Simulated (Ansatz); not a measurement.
Gas-phase electronic energies from Ansatz, PBE0-D4/def2-TZVP geometries. CCSD(T)/CBS adds triple-zeta CCSD(T) − MP2 to the extrapolated MP2 energy (def2 sets, frozen cores). This one scheme is used for every species. For Ge outer-core shells are correlated without core-valence functions, which leaves a few kJ/mol of doubt a bond. Scalar relativity is left out up to krypton. One conformer a species, not always the lowest.

`F[SiH](F)[CH2][GeH3]` + `C=C=N` → `C=C=N[SiH](F)F` + `[CH3][GeH3]`  (ligand exchange at the Si–C bond)

```
               species  CCSD(T)/def2-TZVPP energy (Eh)
`F[SiH](F)[CH2][GeH3]`                     -2605.93299
               `C=C=N`                      -132.48497
      `C=C=N[SiH](F)F`                      -621.20296
         `[CH3][GeH3]`                     -2117.23788
```

**Question.** Work out ΔE.

**Answer.** ΔE = (-621.20296) + (-2117.23788) − (-2605.93299) − (-132.48497) = -0.02288 Eh = -0.62 eV. CCSD(T)/CBS gives -0.62 eV.

Largest T1 diagnostic among the species: 0.015.

In def2-TZVPP, CCSD(T) changes the Hartree–Fock value by +0.20 eV (the triples alone add +0.02 eV) and MP2 by +0.15 eV. From PBE to PBE0 (25 % exact exchange), in def2-TZVPP and without D4, ΔE moves by −0.03 eV.
